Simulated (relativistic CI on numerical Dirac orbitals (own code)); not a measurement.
Results of a calculation; reference values are marked as such.
Quantum defects of the nd series of Pb2+

Problem. The nd 3D levels with J = 1 of Pb2+ lie at 6d: 157444.1, 7d: 201398.7, 8d: 221205.0 cm⁻¹ (Moore, Atomic Energy Levels, vol. III, NSRDS-NBS 35 (1971 reprint of NBS Circular 467, 1958)), and the ionisation limit at 257591.7 cm⁻¹ (NIST ASD). Find the quantum defects and predict 9d.

Working.
1. The outer electron sees the charge z = 3; R = 109737.03 cm⁻¹ for this mass. The binding energy T = limit − E defines n* = z√(R/T).
2. Values: 6d: T = 100147.6, n* = 3.1403, δ = n − n* = 2.8597; 7d: T = 56193.0, n* = 4.1923, δ = n − n* = 2.8077; 8d: T = 36386.7, n* = 5.2099, δ = n − n* = 2.7901.
3. With δ held at 2.7901: E(9d) = limit − Rz²/(9 − δ)² = 231980.4 cm⁻¹.
4. The Ritz form δ = δ₀ + a/n*² through the last two members has a = 0.8738 and δ₀ = 2.7579, so with n* ≈ 9 − 2.7901, δ(9) = 2.7806 and E = 232058.9 cm⁻¹.

Check. The measured level is 232019.0 cm⁻¹ (δ = 2.7855), so the two predictions miss by -38.6 and 39.9 cm⁻¹. The defect is large because this electron penetrates the core.
